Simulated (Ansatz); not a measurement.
Reaction (hydrogenolysis of a C–Si bond): `[SiH3]/C=[CH]\[GaH2]` + H₂ → `C=[CH][GaH2]` + SiH₄

Isolated molecules relaxed with PBE0-D4/def2-TZVP in Ansatz; ΔE leaves out vibrations. CBS: MP2 limit from def2 TZ/QZ plus the TZ coupled-cluster correction, frozen cores. This one scheme is used for every species. DFT in def2-TZVPP. B3LYP here is the variant with VWN-RPA as its local correlation; programs differ in this. HSE06 is defined as in plane-wave codes. For Ga outer-core shells are correlated without core-valence functions, which leaves a few kJ/mol of doubt a bond. Scalar relativity is left out up to krypton.

`[SiH3]/C=[CH]\[GaH2]`:

```xyz
11

Si    0.146    1.337    0.686
C     0.860   -0.346    0.941
C     0.454   -1.288    0.079
Ga   -0.838   -0.800   -1.345
H    -0.759    1.148   -0.524
H     1.117    2.401    0.320
H    -0.721    1.843    1.782
H     1.568   -0.570    1.739
H     0.850   -2.300    0.190
H    -0.305   -0.403   -2.768
H    -2.373   -1.021   -1.101
```

H₂:

Z-matrix (Å, degrees):
```
H
H 1 0.746
```

`C=[CH][GaH2]`:

Cartesian coordinates in Å:
```
C -0.336 -1.225 -0.568
C -0.307 -0.396 0.477
Ga 0.478 1.382 0.309
H 0.072 -0.940 -1.535
H -0.764 -2.224 -0.513
H -0.733 -0.748 1.414
H 1.059 1.768 -1.099
H 0.531 2.384 1.515
```

SiH₄:

Cartesian coordinates in Å:
```
Si 0.000 0.000 0.000
H -0.080 1.093 1.001
H -0.525 0.483 -1.302
H -0.810 -1.155 0.462
H 1.415 -0.420 -0.162
```

(1) Is it downhill or uphill in electronic energy at CCSD(T)/CBS, and by how much? (Best estimate.)

(2) What do these levels give: B3LYP-D4, HSE06-D4, ωB97M-V, PBE-QIDH, BLYP, B3LYP, HF/def2-SVP, MP2/def2-TZVPP, CCSD/def2-TZVPP, CCSD(T)/def2-TZVPP, HF/def2-QZVPP, SCS-MP2/def2-QZVPP? (Best estimate.)

Largest T1 diagnostic among the species: 0.013.

Answers

(1) Ansatz gave: Downhill: ΔE = -22.4 kJ/mol.

(2) Ansatz gave: B3LYP-D4 -27.6, HSE06-D4 -21.4, ωB97M-V -25.5, PBE-QIDH -24.8, BLYP -42.5, B3LYP -42.6, HF/def2-SVP -72.5, MP2/def2-TZVPP -19.8, CCSD/def2-TZVPP -32.7, CCSD(T)/def2-TZVPP -25.7, HF/def2-QZVPP -64.2, SCS-MP2/def2-QZVPP -27.1 kJ/mol.

Leaving LDA and LC-ωPBE aside and taking each functional with its dispersion term where it has one, the values, not all of them listed here, spread over 21.0 kJ/mol, from B2PLYP to revPBE-D4. LDA lies +16.7 kJ/mol from PBE without D4. From PBE to PBE0 (25 % exact exchange), in def2-TZVPP and without D4, ΔE moves by −3.7 kJ/mol. The D4 term adds +15.1 kJ/mol with B3LYP and +8.1 kJ/mol with PBE0; it sums over pairs of atoms, weighted by their polarisabilities, and B3LYP, whose exchange is more repulsive, gets the larger term.
